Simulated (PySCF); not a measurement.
# B3LYP on Ne⁺ (neon, charge +1)

Configuration: [He] 2s2 2p5, 2P determinant. Computed with PySCF 2.14 in aug-cc-pVDZ-DK (4s3p2d, 23 functions), with scalar relativity by spin-free X2C-1e.

```json
{"Total energy": "-128.2658 hartree", "One-electron energy": "-175.0602 hartree", "Hartree (Coulomb) energy": "58.7904 hartree", "Exchange-correlation energy": "-11.9960 hartree", "⟨S²⟩": "0.7509", "⟨L²⟩": "2.004", "Sum of ⟨r⟩": "6.476 bohr", "Sum of ⟨r²⟩": "6.966 bohr²", "Traceless quadrupole moment −½Σ⟨3z² − r²⟩ along its main axis": "0.426 e·bohr²", "Langevin diamagnetic susceptibility": "-5.52 ×10⁻⁶ cm³/mol", "Time after the integrals": "0.09 s of wall time on 1 thread of Neoverse-V2 (shared host)"}
```

| shell | electrons | mean orbital energy (hartree) | spread (hartree) | rms radius, mean of both spins (bohr) |
| --- | --- | --- | --- | --- |
| 1s α | 1 | -31.89211 | 0 | 0.183 |
| 1s β | 1 | -31.85215 | 0 | 0.183 |
| 2s α | 1 | -2.22733 | 0 | 0.953 |
| 2s β | 1 | -2.11890 | 0 | 0.953 |
| 2p α | 3 | -1.32066 | 0.11040 | 1.01 |
| 2p β | 2 | -1.24429 | 0 | 1.01 |
